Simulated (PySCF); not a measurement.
# Electron correlation in I⁺ (iodine, charge +1)

[Kr] 4d10 5s2 5p4, high-spin 3P determinant. All numbers are calculated (PySCF 2.14, scalar relativity through the core potential, in cc-pVTZ-PP with ECP28MDF (5s4p3d1f, 39 functions)). Frozen: 4s2 4p6 4d10; 6 electrons correlated.

MP2 pair energies summed by pair of shells (mhartree):

| pair | energy | share (%) |
| --- | --- | --- |
| 5s-5p | -40.18 | 46.1 |
| 5p-5p | -40.13 | 46.1 |
| 5s-5s | -6.76 | 7.8 |

Total MP2 correlation energy: -87.07 mhartree.

Same-spin part -19.51 and opposite-spin part -67.57 mhartree; SCS-MP2 scales them by 1/3 and 6/5 to -87.58 mhartree.

```csv
level,correlation energy (mhartree)
CCSD,-104.61
(T),-2.82
CCSD(T),-107.43
```

Diagnostics: T1 = 0.0074, D1 = 0.0229, largest double amplitude 0.051.

**Question.** Is a single reference adequate?

**Answer.** Yes, within this model without spin-orbit coupling: T1 lies below 0.03 and no double amplitude reaches 0.07.
